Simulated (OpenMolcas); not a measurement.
## Ionisation energies of silver

```yaml
Program: OpenMolcas 26.06
Basis: ANO-R2 [7s5p4d2f1g]
Scalar_Hamiltonian: X2C, finite nucleus
Spin-orbit_coupling: state interaction with AMFI integrals over the reference wave functions, term energies averaged over their components
```

Active shells in each charge state: the valence d shell, with orbitals averaged over the low states. Where CASPT2's correlated closed shells are named, they are those of the first ion.

A. CASSCF
B. SS-CASPT2, IPEA 0.25 Eh, imaginary shift 0.1 Eh (closed shells correlated: 4s 4p)
C. SS-CASPT2, IPEA 0.25 Eh, imaginary shift 0.1 Eh (closed shells correlated: 3d 4s 4p)
D. SS-CASPT2, IPEA 0 Eh, imaginary shift 0.1 Eh (closed shells correlated: 4s 4p)
E. SS-CASPT2, IPEA 0.25 Eh, imaginary shift 0.1 Eh (closed shells correlated: none)

Energies in eV between the lowest computed levels, named as in B; reference values from the NIST Atomic Spectra Database with their kind.

```tsv
From	To	A	B	C	D	E	Spin-orbit share in B	Reference
Ag2+ 4d9 2D 5/2	Ag3+ 4d8 3F4	32.936	34.615	34.602	34.502	34.760	-0.135	34.800 (semi-empirical)
Ag3+ 4d8 3F4	Ag4+ 4d7 4F 9/2	48.540	49.978	49.964	49.911	50.079	-0.028	49.000 (theoretical)
Ag4+ 4d7 4F 9/2	Ag5+ 4d6 5D4	65.385	66.677	66.664	66.682	66.706	+0.107	65.000 (theoretical)
Ag5+ 4d6 5D4	Ag6+ 4d5 6S 5/2	81.993	83.324	83.315	83.283	83.272	+0.276	82.000 (theoretical)
Ag6+ 4d5 6S 5/2	Ag7+ 4d4 5D0	106.075	106.845	106.817	106.912	106.788	-0.480	106.000 (theoretical)
Ag7+ 4d4 5D0	Ag8+ 4d3 4F 3/2	124.733	125.585	125.563	125.643	125.357	-0.206	125.000 (theoretical)
```

The lowest level within the active space need not be the ion's true ground level.
